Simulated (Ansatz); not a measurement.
**Several solutions for doublet Ni(-)**

A single Ni atom.

Basis set: def2-SVP (spherical functions). Charge -1, multiplicity 2.

PBE0 (restricted open-shell) was run from several starts with Ansatz (development build ahead of 0.2.0).

```tsv
run	program	start	converged	energy (hartree)	<S²>
A	Ansatz	search for the lowest state	yes	-1507.79319	0.75
B	Ansatz	atomic start, no search	yes	-1507.79250	0.75
C	Ansatz	stability test followed	yes	-1507.79319	0.75
```

(1) Which runs reached the lowest solution of this kind, and what is wrong with the others?

## Answers

(1) A, C reached the lowest solution found. Converged but too high: B by 0.02 eV. Convergence only shows a stationary point, and even a stable one can lie too high; stability tests and further starts are what find lower ones. Caution: no diffuse functions for an anion.
